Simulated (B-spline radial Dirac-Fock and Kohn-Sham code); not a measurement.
# Binding energies of Os³⁷⁺

System: osmium as Os³⁷⁺ in the configuration [Kr] 4d3; nuclear rms radius 5.4126 fm (A = 192).

Model: ΔSCF Dirac-Fock with Breit, self-energy and vacuum polarisation, finite nucleus, configuration average. Program: an atomic code on a B-spline grid. Correlation energy is missing from these numbers. Energies are counted from the vacuum level.

All terms are in eV, carry their sign (relaxation lowers the binding energy) and add up to the binding energy; ⟨r⟩ is the mean radius of the orbital in the initial state.

| subshell | −ε (Koopmans) | relaxation | Breit | QED | binding energy | ⟨r⟩ (bohr) |
| --- | --- | --- | --- | --- | --- | --- |
| K (1s) | 75945.1 | -61.43 | -251.96 | -131.51 | 75500.2 | 0.018 |
| L1 (2s) | 14685.5 | -25.90 | -29.08 | -19.46 | 14611.1 | 0.074 |
| L2 (2p1/2) | 14101.1 | -30.39 | -47.38 | -0.10 | 14023.2 | 0.061 |
| L3 (2p3/2) | 12566.7 | -27.16 | -28.66 | -1.95 | 12508.9 | 0.069 |
| M1 (3s) | 4665.2 | -6.75 | -5.80 | -4.59 | 4648.0 | 0.191 |
| M2 (3p1/2) | 4408.1 | -7.54 | -9.51 | -0.12 | 4391.0 | 0.181 |
| M3 (3p3/2) | 4060.7 | -6.57 | -5.48 | -0.50 | 4048.1 | 0.195 |
| M4 (3d3/2) | 3639.6 | -8.53 | -4.29 | 0.37 | 3627.2 | 0.171 |
| M5 (3d5/2) | 3565.0 | -8.10 | -2.85 | 0.17 | 3554.2 | 0.175 |
| N1 (4s) | 2057.8 | -0.99 | -1.73 | -1.39 | 2053.6 | 0.394 |
| N2 (4p1/2) | 1939.9 | -1.08 | -2.77 | -0.03 | 1936.0 | 0.392 |
| N3 (4p3/2) | 1834.9 | -0.93 | -1.57 | -0.15 | 1832.3 | 0.414 |
| N4,5 (4d) | 1650.2 | -0.99 | -0.86 | 0.07 | 1648.4 | 0.410 |

For the deepest level, K (1s), the Breit terms make up -0.334 % of the binding energy, QED -0.174 % and orbital relaxation -0.081 %.

Going to the tabulated ground configuration of the next ion removes an electron from N4,5 (4d), computed at 1648.4 eV. NIST lists 1660 ± 4 eV as the ionisation energy of this species (theoretical), +11.62 eV from the computed value. Where a p, d or f shell is open in either ion the computed value averages over both j values and all terms, while the table refers to the lowest levels; that difference holds spin-orbit splitting (largest in heavy or highly charged ions), term energies where several electrons share open shells, and correlation, and it can reach 10 % or more.
